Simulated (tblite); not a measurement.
Compound: C4H10BBrN2.
Numbering: `[CH3:1][C@@H:2](/[CH:3]=[CH:4]\[Br:5])[B:6]([NH2:7])[NH2:8]` (hydrogens: H9, H10, H11 on C1; H12 on C2; H13 on C3; H14 on C4; H15, H16 on N7; H17, H18 on N8)

Computed with GFN2-xTB (tblite), gas phase: L-BFGS steps from a force-field or distance-geometry start until the largest atomic force falls under 0.01 eV/Å.

The end geometry, which sets the zero of energy:
```
atom  x, y, z in Å
C1      0.3731   -0.8116    1.7647
C2      0.4005    0.0781    0.5191
C3      1.2730   -0.5165   -0.5288
C4      2.0494    0.1292   -1.3831
Br5     2.2260    2.0206   -1.3998
B6     -1.0624    0.3212   -0.1413
N7     -1.3374    1.5613   -0.7265
N8     -2.0213   -0.6999   -0.1539
H9      1.3649   -0.8814    2.2101
H10    -0.3073   -0.3989    2.5052
H11     0.0429   -1.8190    1.5186
H12     0.8109    1.0514    0.8050
H13     1.2395   -1.5959   -0.6190
H14     2.6410   -0.3400   -2.1512
H15    -0.6720    2.3118   -0.7692
H16    -2.2060    1.7800   -1.1820
H17    -1.8862   -1.5985    0.2704
H18    -2.9373   -0.5858   -0.5498
```

Question: These geometries come from the run, each turned onto the end geometry. Order them by energy, lowest first.
A.
```
atom  x, y, z in Å
C1      0.3341   -0.5887    1.8074
C2      0.4777    0.1221    0.4653
C3      1.3674   -0.6370   -0.4357
C4      2.0673   -0.1299   -1.4361
Br5     2.0765    1.7246   -1.8763
B6     -0.9748    0.3044   -0.1665
N7     -1.5137    1.5992   -0.2528
N8     -1.8328   -0.7439   -0.5258
H9      1.2990   -0.7891    2.2818
H10    -0.2898    0.0114    2.4634
H11    -0.1535   -1.5416    1.6296
H12     0.9112    1.1042    0.6364
H13     1.3982   -1.7226   -0.3814
H14     2.6668   -0.6817   -2.1253
H15    -1.1237    2.4325    0.1298
H16    -2.3187    1.7893   -0.8228
H17    -1.5946   -1.7104   -0.8011
H18    -2.8051   -0.5366   -0.6015
```
B.
```
atom  x, y, z in Å
C1      0.3468   -0.6661    1.8451
C2      0.4388    0.0944    0.5188
C3      1.2928   -0.6288   -0.4634
C4      1.9591   -0.0775   -1.4644
Br5     1.9567    1.7926   -1.7850
B6     -1.0172    0.3498   -0.1502
N7     -1.4515    1.6615   -0.3616
N8     -1.8188   -0.7383   -0.5219
H9      1.3363   -0.8162    2.2771
H10    -0.2534   -0.0990    2.5527
H11    -0.1200   -1.6397    1.7073
H12     0.9014    1.0670    0.7171
H13     1.3480   -1.7072   -0.3691
H14     2.5481   -0.6153   -2.1875
H15    -0.8885    2.4672   -0.1571
H16    -2.3229    1.8948   -0.8041
H17    -1.5477   -1.6975   -0.4062
H18    -2.7169   -0.6355   -0.9591
```
C.
```
atom  x, y, z in Å
C1      0.3057   -0.6635    1.8321
C2      0.4755    0.1272    0.5250
C3      1.3626   -0.6098   -0.3979
C4      2.0630   -0.1080   -1.3953
Br5     1.9934    1.7187   -1.7997
B6     -0.9742    0.3507   -0.1772
N7     -1.4029    1.7330   -0.2687
N8     -1.7007   -0.8719   -0.5451
H9      1.2800   -0.8276    2.2887
H10    -0.3084   -0.1128    2.5382
H11    -0.1681   -1.6195    1.6255
H12     0.9046    1.1067    0.7587
H13     1.4185   -1.6770   -0.2857
H14     2.7034   -0.7028   -2.0158
H15    -1.2491    2.2217   -1.1475
H16    -2.3017    1.9851    0.1159
H17    -1.8065   -1.0182   -1.5425
H18    -2.6038   -1.0259   -0.1204
```
D.
```
atom  x, y, z in Å
C1      0.3371   -0.6134    1.8127
C2      0.4426    0.1117    0.4669
C3      1.3118   -0.6449   -0.4738
C4      2.0339   -0.1328   -1.4567
Br5     2.0600    1.7279   -1.8362
B6     -1.0300    0.3492   -0.1687
N7     -1.5248    1.6538   -0.2572
N8     -1.8096   -0.7414   -0.5777
H9      1.3232   -0.7595    2.2520
H10    -0.2691   -0.0322    2.5041
H11    -0.1306   -1.5877    1.6882
H12     0.9032    1.0897    0.6414
H13     1.3428   -1.7201   -0.3481
H14     2.6537   -0.7010   -2.1305
H15    -0.9817    2.4622   -0.0161
H16    -2.4290    1.8850   -0.6290
H17    -1.5104   -1.6968   -0.5195
H18    -2.7320   -0.6437   -0.9634
```
E.
```
atom  x, y, z in Å
C1      0.3424   -0.7340    1.8068
C2      0.4302    0.0885    0.5181
C3      1.2922   -0.5839   -0.4909
C4      1.9971    0.0082   -1.4408
Br5     2.0464    1.8927   -1.6509
B6     -1.0272    0.3472   -0.1482
N7     -1.3940    1.6463   -0.5139
N8     -1.8941   -0.7342   -0.3576
H9      1.3177   -0.8206    2.2848
H10    -0.3402   -0.2590    2.5073
H11    -0.0267   -1.7370    1.6031
H12     0.8765    1.0579    0.7602
H13     1.3147   -1.6665   -0.4673
H14     2.5913   -0.5003   -2.1808
H15    -0.7778    2.4351   -0.4400
H16    -2.2656    1.8741   -0.9594
H17    -1.6764   -1.6781   -0.0981
H18    -2.8152   -0.6303   -0.7442
```

Answer: E (0.004 eV), B (0.009 eV), D (0.016 eV), A (0.229 eV), C (1.552 eV).

In the order of the answer:

| step | E above end (eV) | largest force (eV/Å) | rms force component (eV/Å) | rms distance from end (Å) | rms bond change (Å) | bond most changed (Å) |
| --- | --- | --- | --- | --- | --- | --- |
| 148 | 0.004 | 0.05 | 0.013 | 0.214 | 0.001 | C4–Br5 -0.003 |
| 106 | 0.009 | 0.04 | 0.012 | 0.374 | 0.001 | C4–Br5 -0.002 |
| 64 | 0.016 | 0.04 | 0.012 | 0.442 | 0.001 | C2–B6 -0.002 |
| 40 | 0.229 | 1.36 | 0.323 | 0.469 | 0.012 | N8–H17 +0.030 |
| 18 | 1.552 | 0.58 | 0.158 | 0.659 | 0.023 | B6–N8 +0.068 |

The cost below is that of the whole relaxation. Time: 1.5 s. Hardware: an Arm Neoverse V1 with one thread, shared host.
